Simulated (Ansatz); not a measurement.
Basis sets compared for SiHMe2Br (C2H7BrSi). Charge 0, multiplicity 1. Geometry r2SCAN-D4/def2-SVP. Ansatz on 4 threads of Intel Xeon on a shared host; times are rough, and most runs start from earlier orbitals.

```xyz
11

Si   -0.171   -0.136    0.643
H    -1.060    0.512    1.651
C     1.226    1.010    0.161
H     1.817    1.309    1.040
H     0.825    1.923   -0.310
H     1.903    0.521   -0.557
C    -1.159   -0.711   -0.836
H    -1.958   -1.406   -0.535
H    -0.512   -1.228   -1.563
H    -1.626    0.151   -1.342
Br    0.715   -1.946    1.649
```

The 6-31G sets use Cartesian d functions. B3LYP takes the VWN-RPA correlation.

Binding counts from free atoms (Si triplet, H doublet, C triplet, Br doublet) in the same basis, without a counterpoise term.

| level | functions | energy (Eh) | HOMO (eV) | LUMO (eV) | binding per atom (eV) | wall time |
| --- | --- | --- | --- | --- | --- | --- |
| HF/STO-3G | 44 | -2909.2448 | -8.02 | 9.29 | 3.66 | 0.25 s |
| HF/6-31G | 74 | -2940.7650 | -10.91 | 3.68 | 2.61 | 0.65 s |
| PBE-D4/def2-SVP | 113 | -2943.0286 | -6.62 | -0.14 | 3.72 | 1.1 s |
| B3LYP-D4/6-31G | 74 | -2943.7614 | -7.66 | 0.18 | 3.53 | 1.2 s |
| PBE0-D4/def2-SVP | 113 | -2943.1707 | -7.95 | 0.77 | 3.70 | 1.6 s |

**Question.** Estimate the rows for HF/def2-TZVP, PBE-D4/def2-TZVP, B3LYP-D4/def2-TZVP, PBE0-D4/def2-TZVP (with forces).

**Answer.** 
| level | functions | energy (Eh) | HOMO (eV) | LUMO (eV) | binding per atom (eV) | wall time |
| --- | --- | --- | --- | --- | --- | --- |
| HF/def2-TZVP | 189 | -2941.2774 | -11.01 | 3.49 | 2.83 | 2.2 s |
| PBE-D4/def2-TZVP | 189 | -2943.5357 | -6.81 | -0.41 | 3.72 | 1.4 s |
| B3LYP-D4/def2-TZVP | 189 | -2944.2566 | -7.83 | 0.28 | 3.68 | 2.3 s |
| PBE0-D4/def2-TZVP (with forces) | 189 | -2943.6732 | -8.08 | 0.51 | 3.70 | 3.2 s |
